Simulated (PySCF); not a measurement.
C2H7F2NSi (SMILES CN(C)[SiH](F)F), singlet, at a GFN2-xTB geometry. Base run: B3LYP/6-31G, polarisability in PySCF.

Input for PySCF:
```python
from pyscf import gto, scf, dft
from pyscf.prop import polarizability

mol = gto.M(
    atom='''
Si    0.722742   -0.140076    0.422302
F     1.801539    0.243740   -0.690800
F     0.726311   -1.735418    0.492903
N    -0.800031    0.327617   -0.178939
C    -2.028277   -0.256851    0.313885
C    -1.011645    1.614451   -0.805311
H     1.233118    0.339634    1.687984
H    -1.827525   -1.241538    0.726045
H    -2.738928   -0.357686   -0.509730
H    -2.486538    0.365623    1.090344
H    -1.410166    2.346888   -0.094619
H    -1.726027    1.506747   -1.624818
H    -0.073228    1.987574   -1.205236
''',
    basis='6-31g',
    charge=0,
    spin=0,
    verbose=4,
)

mf = dft.RKS(mol)
mf.xc = 'b3lyp'
mf.kernel()
alpha = mf.Polarizability().polarizability()[2, 2]
print('alpha_zz =', alpha)
```

Variants of this job, named by their change:

```json
[
 {"change": "base", "alpha_zz (bohr³)": "42.11", "basis functions": "72", "core-seconds (rough)": "30"},
 {"change": "basis = 6-31G*", "alpha_zz (bohr³)": "43.14", "basis functions": "102", "core-seconds (rough)": "50"},
 {"change": "finite field (a.u.) = 2e-4; conv_tol = 1e-6", "alpha_zz (bohr³)": "33.93", "basis functions": "72", "core-seconds (rough)": "20"},
 {"change": "basis = def2-SVP", "alpha_zz (bohr³)": "(withheld)", "basis functions": "(withheld)", "core-seconds (rough)": "60"},
 {"change": "finite field (a.u.) = 0.005; conv_tol = 1e-11", "alpha_zz (bohr³)": "42.11", "basis functions": "72", "core-seconds (rough)": "20"},
 {"change": "functional = hf", "alpha_zz (bohr³)": "39.15", "basis functions": "72", "core-seconds (rough)": "5"},
 {"change": "functional = pbe", "alpha_zz (bohr³)": "43.52", "basis functions": "72", "core-seconds (rough)": "20"},
 {"change": "functional = camb3lyp", "alpha_zz (bohr³)": "(withheld)", "basis functions": "72", "core-seconds (rough)": "100"},
 {"change": "functional = lda,vwn", "alpha_zz (bohr³)": "44.07", "basis functions": "72", "core-seconds (rough)": "20"},
 {"change": "finite field (a.u.) = 0.001; conv_tol = 1e-11", "alpha_zz (bohr³)": "42.11", "basis functions": "72", "core-seconds (rough)": "30"},
 {"change": "functional = pbe0", "alpha_zz (bohr³)": "41.97", "basis functions": "72", "core-seconds (rough)": "30"},
 {"change": "basis = 6-31+G*", "alpha_zz (bohr³)": "49.70", "basis functions": "126", "core-seconds (rough)": "70"}
]
```

**Question.** Complete the blanks.

**Answer.** 
- basis = def2-SVP, alpha_zz (bohr³): 44.20
- basis = def2-SVP, basis functions: 123
- functional = camb3lyp, alpha_zz (bohr³): 41.39

Finite-field rows take the second difference of the energy in a field along z; a small field with loose convergence shows SCF noise divided by the square of the field, and a large one adds hyperpolarisability.
